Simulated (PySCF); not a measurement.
## Ionisation energy of Eu³⁵⁺ by level of theory

Eu³⁵⁺ [Ar] 3d10 (1S) → Eu³⁶⁺ [Ar] 3d9 (2D), as a difference of total energies. All numbers are calculated (PySCF 2.14, the spin-free X2C one-electron Hamiltonian (Gaussian nucleus), in an even-tempered Gaussian basis (18 s from 5.9 bohr⁻², ratio 2.5; 13 p from 7.7 bohr⁻², ratio 2.5; 8 d from 7.7 bohr⁻², ratio 2.5; 4 f from 35 bohr⁻², ratio 2.7; 3 g from 53 bohr⁻², ratio 2.7)). Correlated levels: outer shells: [Ne] frozen; virtual orbitals above 40 to 60 times the deepest correlated orbital energy dropped. The calculations carry no spin-orbit coupling.

| method | ionisation energy (eV) |
| --- | --- |
| UHF | 2508.0 |
| MP2 (outer shells) | 2509.6 |
| SCS-MP2 (outer shells) | 2509.4 |
| CCSD (outer shells) | 2509.5 |
| CCSD(T) (outer shells) | 2509.5 |

Breit and QED terms and the two-electron picture change are absent.

The reference lies between the lowest fine-structure levels, while these numbers refer to the centres of the terms.

For comparison: 2495 ± 5 eV (theoretical estimate listed by NIST; NIST Atomic Spectra Database, ionization energies).
